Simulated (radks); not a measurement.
Q: The table gives one normalised radial function P(r) = r R(r) (large component) of Ni+ in [Ar] 3d9 (r in bohr). Calculated with a radial shooting solver on a logarithmic mesh with Libxc functionals: Dirac Kohn-Sham, LDA (Slater exchange, Perdew-Wang correlation), spin-unpolarised, spherical densities, point nucleus; open shells fill j = l - 1/2 first.

r,P
0.005432,0.0229
0.007187,0.0372
0.009509,0.0606
0.01258,0.0985
0.01665,0.1588
0.02185,0.2496
0.02891,0.3898
0.03825,0.5928
0.05062,0.8690
0.06697,1.2140
0.08861,1.5923
0.1163,1.9174
0.1539,2.0955
0.2036,2.0066
0.2694,1.6245
0.3565,1.0624
0.4717,0.5297
0.6191,0.1938
0.8191,0.0449
1.084,0.0060
1.434,0.0004
1.897,0.0000
2.491,0.0000
3.295,0.0000
4.36,0.0000
5.769,0.0000
7.633,0.0000
10.1,0.0000

Which n and l does it have? It may be an empty orbital.

A: n = 2, l = 1: the number of nodes gives n - l - 1 = 0, the rise at small r points to l (for j = l - 1/2 the large component starts as r^gamma with gamma = sqrt(l^2 - (Z/c)^2) = 0.98 and the r^(l+1) term takes over further out; the orbital of l - 1 with the same j starts with the same power, but with a larger coefficient, and does not steepen), and the extent must fit the shell. The curve is that of 2p1/2; the two j differ most near the nucleus, where j = l - 1/2 has the larger amplitude, and in heavy atoms j = l - 1/2 is also the more compact. 2p1/2: eigenvalue -858.20 eV, 0 radial nodes, <r> = 0.213 bohr, 90 % of the charge inside 0.350 bohr.
